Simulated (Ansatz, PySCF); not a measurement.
Si(OSiH3)2(H)(Me) (CH10O2Si3), SMILES C[SiH](O[SiH3])O[SiH3].

Coordinates come from a B3LYP-D3(BJ)/def2-SVP optimisation. One conformer was computed; it need not be the lowest.

Vertical ionisation energy (IE) and electron affinity (EA) in eV. Rows of orbital energies are one-electron estimates. Where ΔSCF, EOM or ADC give a negative EA the extra electron is unbound and the value depends on the basis.

```
level                                                                        IE     EA
------------------------------------------------------------------------  -----  -----
−ε(HOMO), −ε(LUMO), r2SCAN/def2-TZVP (PySCF)                               7.29   0.48
−ε(HOMO), −ε(LUMO), PBE/def2-TZVP (PySCF)                                  6.96   0.87
ΔSCF, CAM-B3LYP/def2-SVPD (Ansatz), final states of multiplicity 2 and 2  10.42  -1.38
ΔSCF, PBE/def2-SVPD (Ansatz), final states of multiplicity 2 and 2         9.42  -0.91
```

### Question
What vertical singlet–triplet gap does ΔSCF give with CAM-B3LYP/def2-SVPD (Ansatz, a first-principles code) and with PBE/def2-SVPD (Ansatz)? (Estimate from the structure and the level; the computed values follow.)

### Answer
7.34 and 6.12 eV (triplet above singlet where positive).
